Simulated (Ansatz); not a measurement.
`CC(C)CO` and `C[CH](C)[Sn][Cl]` differ in one atom or group.

Ansatz, PBE0-D4/def2-TZVP geometries, multiplicity 1. Each molecule was computed in one conformer, which needn't be the lowest.

Elements past krypton have def2 core potentials.

| property | `CC(C)CO` |
| --- | --- |
| LUMO energy (ωB97M-V/def2-TZVPP) / eV | 2.44 |
| LUMO energy (B3LYP/def2-TZVPP) / eV | 0.64 |
| HOMO–LUMO gap (PBE/def2-TZVPP) / eV | 6.25 |
| HOMO energy (ωB97M-V/def2-TZVPP) / eV | -10.15 |
| HOMO–LUMO gap (ωB97M-V/def2-TZVPP) / eV | 12.59 |
| size of the dipole moment (PBE/def2-TZVPP) / D | 1.52 |

(1) What does the change do to each property? (Best estimate.)

## Answers

(1) Ansatz gave: 
```
                                      property  `C[CH](C)[Sn][Cl]`  shift
         LUMO energy (ωB97M-V/def2-TZVPP) / eV               -0.99  -3.43
           LUMO energy (B3LYP/def2-TZVPP) / eV               -2.97  -3.61
           HOMO–LUMO gap (PBE/def2-TZVPP) / eV                1.81  -4.44
         HOMO energy (ωB97M-V/def2-TZVPP) / eV               -8.28   1.87
       HOMO–LUMO gap (ωB97M-V/def2-TZVPP) / eV                7.30  -5.29
size of the dipole moment (PBE/def2-TZVPP) / D                2.69   1.17
```

With PBE0 the HOMO rises by 1.47 eV and the LUMO falls by 3.71 eV, so the gap narrows by about 5.18 eV. PBE moves the HOMO by 0.86 eV and ωB97M-V by 1.87 eV. Dipoles are sizes alone; their direction can turn.

B3LYP here is the variant with VWN-RPA as its local correlation; programs differ in this.
